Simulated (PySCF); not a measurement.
CH₆MgOSi, singlet, geometry from GFN2-xTB (such geometries of metal compounds can be far from the true shape); HF/6-31G, polarisability by finite fields (PySCF).

Here is a job for PySCF.
```python
from pyscf import gto, scf

mol = gto.Mole()
mol.atom = '''
    Mg   -0.00728371   -0.00369632   -0.01023785
    O    -0.95042790   -0.48232154   -1.33590453
    C    -1.72003768   -0.87288181   -2.41765435
    H    -2.48842959   -0.11971992   -2.63780652
    H    -1.09488729   -0.99909048   -3.31174848
    H    -2.22224480   -1.82738623   -2.21063918
    Si    1.34554977    0.68283732    1.89128080
    H     1.10059386   -0.14271765    3.08610304
    H     1.08824922    2.07599752    2.29382979
    H     2.79007560    0.59341336    1.61834664
'''
mol.basis = '6-31g'
mol.verbose = 4
mol.build()

mf = scf.RHF(mol)
mf.conv_tol = 1e-11
mf.kernel()
h0, z, done = mf.get_hcore(), mol.intor('int1e_r')[2], []
def energy(F):
    f = mf.copy()
    f.scf_summary = {}
    f.get_hcore = lambda *a: h0 + F * z
    e = f.kernel(mf.make_rdm1())
    done.append(f.converged)
    return e
F = 0.05
alpha = -(energy(F) + energy(-F) - 2 * mf.e_tot) / F**2
print('alpha_zz =', alpha)
```

It wrote (shortened):

```
PySCF version 2.14.0

[INPUT] verbose = 4
[INPUT] num. atoms = 10
[INPUT] num. electrons = 46
[INPUT] charge = 0
[INPUT] spin (= nelec alpha-beta = 2S) = 0
[INPUT] symmetry False subgroup None
[INPUT] Mole.unit = angstrom
[INPUT] Symbol           X                Y                Z      unit          X                Y                Z       unit  Magmom
[INPUT]  1 Mg    -0.007283710000  -0.003696320000  -0.010237850000 AA   -0.013764217071  -0.006985032469  -0.019346732604 Bohr   0.0
[INPUT]  2 O     -0.950427900000  -0.482321540000  -1.335904530000 AA   -1.796048432146  -0.911455614578  -2.524493690266 Bohr   0.0
[INPUT]  3 C     -1.720037680000  -0.872881810000  -2.417654350000 AA   -3.250400139132  -1.649507560015  -4.568704585363 Bohr   0.0
[INPUT]  4 H     -2.488429590000  -0.119719920000  -2.637806520000 AA   -4.702450405364  -0.226237860455  -4.984731892392 Bohr   0.0
[INPUT]  5 H     -1.094887290000  -0.999090480000  -3.311748480000 AA   -2.069037115367  -1.888007380860  -6.258297620645 Bohr   0.0
[INPUT]  6 H     -2.222244800000  -1.827386230000  -2.210639180000 AA   -4.199434053739  -3.453259498501  -4.177502610433 Bohr   0.0
[INPUT]  7 Si     1.345549770000   0.682837320000   1.891280800000 AA    2.542720552272   1.290375522432   3.574002736648 Bohr   0.0
[INPUT]  8 H      1.100593860000  -0.142717650000   3.086103040000 AA    2.079820969778  -0.269697271642   5.831889537788 Bohr   0.0
[INPUT]  9 H      1.088249220000   2.075997520000   2.293829790000 AA    2.056492981072   3.923066748076   4.334710079469 Bohr   0.0
[INPUT] 10 H      2.790075600000   0.593413360000   1.618346640000 AA    5.272478750832   1.121388729058   3.058231924210 Bohr   0.0

nuclear repulsion = 170.791234760949
number of shells = 36
number of NR pGTOs = 160
number of NR cGTOs = 56
basis = 6-31g
ecp = {}

******** <class 'pyscf.scf.hf.RHF'> ********
method = RHF
initial guess = minao
damping factor = 0
level_shift factor = 0
DIIS = <class 'pyscf.scf.diis.CDIIS'>
diis_start_cycle = 1
diis_space = 8
diis_damp = 0
SCF conv_tol = 1e-11
SCF conv_tol_grad = None
SCF max_cycles = 50
direct_scf = True
direct_scf_tol = 1e-13
Set gradient conv threshold to 3.16228e-06
Initial guess from minao.
init E= -604.779395284555
  HOMO = -0.299425060703997  LUMO = -0.0179373698069909  gap/eV = 7.65967
cycle= 1 E= -604.550082952765  delta_E= 0.229  |g|= 0.649  |ddm|= 2.54
  HOMO = -0.264378473563242  LUMO = 0.0597796150630621  gap/eV = 8.82079
cycle= 2 E= -604.624686782697  delta_E= -0.0746  |g|= 0.459  |ddm|= 0.877
  HOMO = -0.35814947398121  LUMO = 0.060049017187471  gap/eV = 11.37976
cycle= 3 E= -604.666098647951  delta_E= -0.0414  |g|= 0.0455  |ddm|= 0.341
  HOMO = -0.35089898625833  LUMO = 0.0648648369031306  gap/eV = 11.31351
cycle= 4 E= -604.667446403825  delta_E= -0.00135  |g|= 0.00977  |ddm|= 0.126
  HOMO = -0.35372876161246  LUMO = 0.0638332156653578  gap/eV = 11.36244
cycle= 5 E= -604.667528739294  delta_E= -8.23e-05  |g|= 0.00299  |ddm|= 0.0313
  HOMO = -0.353861276046304  LUMO = 0.0635669076054208  gap/eV = 11.35880
cycle= 6 E= -604.667538264712  delta_E= -9.53e-06  |g|= 0.000816  |ddm|= 0.0135
  HOMO = -0.353679434489637  LUMO = 0.0635668792197306  gap/eV = 11.35385
cycle= 7 E= -604.667538922286  delta_E= -6.58e-07  |g|= 0.000186  |ddm|= 0.00377
  HOMO = -0.353709818927564  LUMO = 0.0635551062601303  gap/eV = 11.35436
cycle= 8 E= -604.667538957926  delta_E= -3.56e-08  |g|= 3.01e-05  |ddm|= 0.000874
  HOMO = -0.353704807766326  LUMO = 0.0635546005588679  gap/eV = 11.35421
cycle= 9 E= -604.667538958741  delta_E= -8.15e-10  |g|= 4.35e-06  |ddm|= 0.000113
  HOMO = -0.353704000055585  LUMO = 0.063554699369589  gap/eV = 11.35419
cycle= 10 E= -604.667538958754  delta_E= -1.39e-11  |g|= 8.12e-07  |ddm|= 1.4e-05
  HOMO = -0.353703971324164  LUMO = 0.0635547593883332  gap/eV = 11.35419
cycle= 11 E= -604.667538958755  delta_E= -9.09e-13  |g|= 2.08e-07  |ddm|= 2.19e-06
  HOMO = -0.353703959702338  LUMO = 0.0635547655768045  gap/eV = 11.35419
Extra cycle  E= -604.667538958756  delta_E= -6.82e-13  |g|= 9.74e-08  |ddm|= 3.11e-07
converged SCF energy = -604.667538958756

******** <class 'pyscf.scf.hf.RHF'> ********
method = RHF
initial guess = minao
damping factor = 0
level_shift factor = 0
DIIS = <class 'pyscf.scf.diis.CDIIS'>
diis_start_cycle = 1
diis_space = 8
diis_damp = 0
SCF conv_tol = 1e-11
SCF conv_tol_grad = None
SCF max_cycles = 50
direct_scf = True
direct_scf_tol = 1e-13
Overwritten attributes  get_hcore  of <class 'pyscf.scf.hf.RHF'>
Set gradient conv threshold to 3.16228e-06
init E= -604.648919412866
  HOMO = -0.221608372201595  LUMO = -0.0671157786347696  gap/eV = 4.20396
cycle= 1 E= -604.730438172893  delta_E= -0.0815  |g|= 0.0954  |ddm|= 1.08
  HOMO = -0.25353567648496  LUMO = -0.035683650808112  gap/eV = 5.92806
cycle= 2 E= -604.740516118509  delta_E= -0.0101  |g|= 0.041  |ddm|= 0.381
  HOMO = -0.262292512705878  LUMO = -0.0246546287540528  gap/eV = 6.46646
cycle= 3 E= -604.743099939022  delta_E= -0.00258  |g|= 0.0119  |ddm|= 0.277
  HOMO = -0.263104311484412  LUMO = -0.0240767641456994  gap/eV = 6.50427
cycle= 4 E= -604.743230048715  delta_E= -0.00013  |g|= 0.00556  |ddm|= 0.0486
  HOMO = -0.262749520931842  LUMO = -0.0238924937084151  gap/eV = 6.49963
cycle= 5 E= -604.743260141603  delta_E= -3.01e-05  |g|= 0.00102  |ddm|= 0.0293
  HOMO = -0.262705922234805  LUMO = -0.0237502357770925  gap/eV = 6.50232
cycle= 6 E= -604.743261866939  delta_E= -1.73e-06  |g|= 0.000368  |ddm|= 0.00754
  HOMO = -0.262818891911993  LUMO = -0.0236970430019918  gap/eV = 6.50684
cycle= 7 E= -604.743262059568  delta_E= -1.93e-07  |g|= 8.17e-05  |ddm|= 0.0028
  HOMO = -0.262806030050659  LUMO = -0.0237063510430227  gap/eV = 6.50623
cycle= 8 E= -604.743262068433  delta_E= -8.86e-09  |g|= 2.41e-05  |ddm|= 0.000575
  HOMO = -0.262804674473876  LUMO = -0.0237030123535664  gap/eV = 6.50629
cycle= 9 E= -604.743262068921  delta_E= -4.88e-10  |g|= 6.95e-06  |ddm|= 0.000107
  HOMO = -0.262806720205243  LUMO = -0.0237018825396962  gap/eV = 6.50637
cycle= 10 E= -604.743262068986  delta_E= -6.53e-11  |g|= 1.7e-06  |ddm|= 5.23e-05
  HOMO = -0.262806912231249  LUMO = -0.0237018724743712  gap/eV = 6.50638
cycle= 11 E= -604.743262068991  delta_E= -4.21e-12  |g|= 3.82e-07  |ddm|= 1.16e-05
  HOMO = -0.262806813557394  LUMO = -0.0237018823728514  gap/eV = 6.50638
Extra cycle  E= -604.74326206899  delta_E= 3.41e-13  |g|= 1.62e-07  |ddm|= 1.24e-06
converged SCF energy = -604.74326206899

******** <class 'pyscf.scf.hf.RHF'> ********
method = RHF
initial guess = minao
damping factor = 0
level_shift factor = 0
DIIS = <class 'pyscf.scf.diis.CDIIS'>
diis_start_cycle = 1
diis_space = 8
diis_damp = 0
SCF conv_tol = 1e-11
SCF conv_tol_grad = None
SCF max_cycles = 50
direct_scf = True
direct_scf_tol = 1e-13
Set gradient conv threshold to 3.16228e-06
init E= -604.686158504644
  HOMO = -0.212498850650338  LUMO = -0.0890876791496074  gap/eV = 3.35819
cycle= 1 E= -604.75480069271  delta_E= -0.0686  |g|= 0.0918  |ddm|= 0.964
  HOMO = -0.251621552418781  LUMO = -0.0704539850773114  gap/eV = 4.92982
cycle= 2 E= -604.762372935015  delta_E= -0.00757  |g|= 0.0359  |ddm|= 0.305
  HOMO = -0.260784915927614  LUMO = -0.0631725378016719  gap/eV = 5.37731
cycle= 3 E= -604.764011659598  delta_E= -0.00164  |g|= 0.0216  |ddm|= 0.207
  HOMO = -0.265332238303186  LUMO = -0.0622754293279812  gap/eV = 5.52546
cycle= 4 E= -604.764188414807  delta_E= -0.000177  |g|= 0.00651  |ddm|= 0.0402
  HOMO = -0.265126947169369  LUMO = -0.0621768093636845  gap/eV = 5.52255
cycle= 5 E= -604.764284734589  delta_E= -9.63e-05  |g|= 0.00328  |ddm|= 0.0553
  HOMO = -0.264977588743151  LUMO = -0.0617907839494856  gap/eV = 5.52899
cycle= 6 E= -604.764315936343  delta_E= -3.12e-05  |g|= 0.00183  |ddm|= 0.0357
  HOMO = -0.265184748221519  LUMO = -0.0615557210467546  gap/eV = 5.54103
cycle= 7 E= -604.764325696442  delta_E= -9.76e-06  |g|= 0.000646  |ddm|= 0.0244
  HOMO = -0.265096075997087  LUMO = -0.0615441844883393  gap/eV = 5.53893
cycle= 8 E= -604.764326771745  delta_E= -1.08e-06  |g|= 0.000202  |ddm|= 0.00837
  HOMO = -0.265073567527236  LUMO = -0.061521304270808  gap/eV = 5.53894
cycle= 9 E= -604.764326818785  delta_E= -4.7e-08  |g|= 4.83e-05  |ddm|= 0.000964
  HOMO = -0.265067000871094  LUMO = -0.0615271483692608  gap/eV = 5.53860
cycle= 10 E= -604.764326822994  delta_E= -4.21e-09  |g|= 1.5e-05  |ddm|= 0.000272
  HOMO = -0.265065828298953  LUMO = -0.0615259369506354  gap/eV = 5.53860
cycle= 11 E= -604.76432682344  delta_E= -4.47e-10  |g|= 5.63e-06  |ddm|= 0.000101
  HOMO = -0.265064740126328  LUMO = -0.0615264920869625  gap/eV = 5.53856
cycle= 12 E= -604.764326823514  delta_E= -7.4e-11  |g|= 3.43e-06  |ddm|= 4.51e-05
  HOMO = -0.265064176415851  LUMO = -0.0615264630387249  gap/eV = 5.53854
cycle= 13 E= -604.764326823558  delta_E= -4.34e-11  |g|= 1.61e-06  |ddm|= 4.01e-05
  HOMO = -0.265063819228572  LUMO = -0.0615264892375182  gap/eV = 5.53853
cycle= 14 E= -604.76432682357  delta_E= -1.23e-11  |g|= 5.49e-07  |ddm|= 2.8e-05
  HOMO = -0.265063860333781  LUMO = -0.0615264409951868  gap/eV = 5.53854
cycle= 15 E= -604.764326823571  delta_E= -1.14e-12  |g|= 1.35e-07  |ddm|= 8.5e-06
  HOMO = -0.265063834141548  LUMO = -0.0615264364675681  gap/eV = 5.53853
Extra cycle  E= -604.764326823567  delta_E= 3.87e-12  |g|= 7.4e-08  |ddm|= 5.26e-07
converged SCF energy = -604.764326823567
alpha_zz = 69.00439001828998
```
